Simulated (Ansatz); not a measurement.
WSF4. The state is a triplet with charge 0. Geometry r2SCAN-D4/def2-SVP, that of the neutral singlet; atoms count from 1.

Cartesian coordinates in Å:
```
W -0.0053 0.0214 -0.0068
S 0.4809 -1.9366 0.6081
F -1.4817 0.5062 1.0162
F -1.2099 -0.1873 -1.4092
F 1.2438 0.4514 -1.3168
F 0.9721 1.1449 1.1085
```

In the def2 sets W takes a core potential; there is no spin–orbit coupling. At PBE0-D4/def2-TZVP a singlet of charge 0 lies 3.41 eV below the triplet at the same geometry.

Question: Estimate the Mulliken populations from the PBE0/def2-TZVP orbitals of Ansatz.

Answer: 
| atom | charge (e) | spin (α − β) | d electrons |
| --- | --- | --- | --- |
| W1 | 1.46 | 0.80 | 3.51 |
| S2 | -0.08 | 1.04 | – |
| F3 | -0.35 | 0.09 | – |
| F4 | -0.34 | -0.02 | – |
| F5 | -0.35 | 0.09 | – |
| F6 | -0.34 | -0.02 | – |
Mulliken values and Mayer orders depend strongly on the basis.

Question: Where does the spin sit?

Answer: Summed by element: W 0.80, S 1.04, F 0.15, of 2 unpaired in all. Largest on single atoms: S2 1.04, W1 0.80, F3 0.09.

Question: And the Mayer bond orders between bonded heavy atoms (over 0.3)?

Answer: W1–S2 1.46 (2.11 Å); W1–F3 0.99 (1.86 Å); W1–F4 1.01 (1.86 Å); W1–F5 0.99 (1.86 Å); W1–F6 1.01 (1.86 Å).
